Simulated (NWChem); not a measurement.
System meant: SiH3SeO2F; SMILES O[Si](O)(F)[SeH]

The following NWChem deck was run.

```
start job
memory heap 200 mb stack 900 mb global 1100 mb
geometry units angstroms noautosym nocenter noautoz
  O     -1.341812     1.421129     0.910965
  Si    -0.071194     0.811657     0.073022
  O      1.304153     1.426215     0.739713
  F     -0.161943     1.256233    -1.473391
  Se    -0.062192    -1.459764     0.155476
  H     -1.279310     2.363298     1.131076
  H      2.132079     1.249650     0.270092
  H     -0.969096    -1.584125    -1.007335
end
basis spherical
  O library def2-svp
  Si library def2-svp
  F library def2-svp
  Se library def2-svp
  H library def2-svp
end
dft
  xc m06-2x
  iterations 150
end
property
  shielding
end
task dft property
```

End of the output:

```
 Vector   41  Occ=0.000000D+00  E= 9.146586D-02
              MO Center=  7.3D-01,  1.0D+00,  2.0D-01, r^2= 6.5D+00
   Bfn.  Coefficient  Atom+Function         Bfn.  Coefficient  Atom+Function
  ----- ------------  ---------------      ----- ------------  ---------------
    99      0.923434  7 H  s                 35     -0.683638  3 O  s
    94     -0.600813  6 H  s                  3      0.554331  1 O  s
   104     -0.423248  8 H  s                 25      0.415455  2 Si px
    65      0.350925  5 Se s                 75     -0.314066  5 Se px
    39     -0.235399  3 O  px                41      0.203487  3 O  pz

 center of mass
 --------------
 x =  -0.12561761 y =  -0.24710182 z =   0.15408557

 moments of inertia (a.u.)
 ------------------
        1267.874037161917          -2.570359572282          -1.719873457200
          -2.570359572282         464.436480499708          26.704892400669
          -1.719873457200          26.704892400669        1256.349321839138

     Multipole analysis of the density
     ---------------------------------

     L   x y z        total         alpha         beta         nuclear
     -   - - -        -----         -----         ----         -------
     0   0 0 0     -0.000000    -38.000000    -38.000000     76.000000

     1   1 0 0      0.403031      4.912914      4.912914     -9.422797
     1   0 1 0      0.420222      2.246391      2.246391     -4.072560
     1   0 0 1     -0.142914     -6.352179     -6.352179     12.561443

     2   2 0 0    -33.194117    -80.108856    -80.108856    127.023596
     2   1 1 0      0.325501     -2.065281     -2.065281      4.456063
     2   1 0 1      0.289714      0.520151      0.520151     -0.750588
     2   0 2 0    -32.517091   -262.595762   -262.595762    492.674434
     2   0 1 1      2.491418      1.499390      1.499390     -0.507363
     2   0 0 2    -37.516932    -79.141096    -79.141096    120.765260

          -----------------------------------------
          Chemical Shielding Tensors (GIAO, in ppm)
          -----------------------------------------

 ------------------------------------------------------------------------
  xm06: d2 not coded                    0
 ------------------------------------------------------------------------
 ------------------------------------------------------------------------
  current input line :
    27: task dft property
 ------------------------------------------------------------------------
 ------------------------------------------------------------------------
 This error has not yet been assigned to a category
 ------------------------------------------------------------------------
 For more information see the NWChem manual at https://nwchemgit.github.io

0: xm06: d2 not coded:Received an Error in Communication
```

### Question
Can this run be used? If not, why, and what is the fix?

### Answer
The run crashed. Cause: this functional's second derivatives, which shieldings need, aren't coded here; the fix takes a hybrid GGA instead. This input runs:
```
start job
memory heap 200 mb stack 900 mb global 1100 mb
geometry units angstroms noautosym nocenter noautoz
  O     -1.341812     1.421129     0.910965
  Si    -0.071194     0.811657     0.073022
  O      1.304153     1.426215     0.739713
  F     -0.161943     1.256233    -1.473391
  Se    -0.062192    -1.459764     0.155476
  H     -1.279310     2.363298     1.131076
  H      2.132079     1.249650     0.270092
  H     -0.969096    -1.584125    -1.007335
end
basis spherical
  * library def2-svp
end
dft
  xc pbe0
  iterations 150
end
property
  shielding
end
task dft property
```
It converges to -2942.08746 Ha (PBE0/def2-SVP, GIAO).
